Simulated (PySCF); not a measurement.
**PbH: one state, many levels of theory**

State: ²Π (doublet), unpaired electrons π ↑. Set-up: PySCF, scalar-relativistic core potentials, basis sets H def2-TZVPP, Pb def2-TZVPP with ECP60. De refers to H + Pb in their high-spin ground configurations, without counterpoise correction. The functionals are run spin-unrestricted. A positive dipole means H(−)Pb(+).

| Level | Re (Å) | ωe (cm⁻¹) | De (eV) | μ (D) |
| --- | --- | --- | --- | --- |
| UHF | 1.839 | 1664 | 1.49 | 1.02 |
| UHF-MP2 | 1.828 | 1666 | 2.23 | n/a |
| UHF-SCS-MP2 | 1.837 | 1645 | 2.35 | n/a |
| UHF-CCSD | 1.842 | 1618 | 2.42 | n/a |
| UHF-CCSD(T) | 1.845 | 1603 | 2.46 | n/a |
| PBE | 1.869 | 1545 | 2.51 | 1.13 |
| BP86 | 1.868 | 1544 | 2.66 | 1.14 |
| r²SCAN | 1.850 | 1599 | 2.49 | 1.08 |
| M06-L | 1.873 | 1550 | 2.67 | 1.30 |
| TPSSh | 1.855 | 1597 | 2.63 | 1.15 |
| r²SCANh | 1.845 | 1617 | 2.47 | 1.06 |
| PBE0 | 1.847 | 1611 | 2.44 | 1.06 |
| ωB97M-V | 1.834 | 1649 | 2.53 | 1.01 |

Problem. Which functional lies closest to UHF-CCSD(T) in De, which farthest, and by how much do they differ from it?

Solution. Closest is r²SCANh (+0.0 pm in Re, +0.9 % in ωe, +0.01 eV in De against UHF-CCSD(T) in the same basis), farthest M06-L (+2.8 pm in Re, -3.3 % in ωe, +0.21 eV in De). CCSD(T) converges more slowly with the basis than the functionals do and binds too weakly in this one, so the order can change at the basis-set limit.

Problem. What does the triples do here, going from UHF-CCSD to UHF-CCSD(T)?

Solution. UHF-CCSD(T) less UHF-CCSD: +0.3 pm in Re, -0.9 % in ωe, +0.04 eV in De. Correlation nearly always deepens the well. The bond lengthens, as in strong covalent bonds, where excitations into antibonding orbitals dominate.

Problem. What does all correlation do here, going from UHF to UHF-CCSD(T)?

Solution. UHF-CCSD(T) less UHF: +0.6 pm in Re, -3.7 % in ωe, +0.97 eV in De. Correlation nearly always deepens the well. The bond lengthens, as in strong covalent bonds, where excitations into antibonding orbitals dominate.

Correlated steps freeze 4 core orbitals. These are scalar-relativistic numbers at best; spin–orbit coupling would shift them, the dissociation energy most. The state is the lowest determinant that a PBE0 search found; another state may lie lower at other levels.

The whole job (state search and all levels along the bond) took about 5.6 min on 1 thread of Arm Neoverse V2 (shared host), peak memory 1.1 GiB.
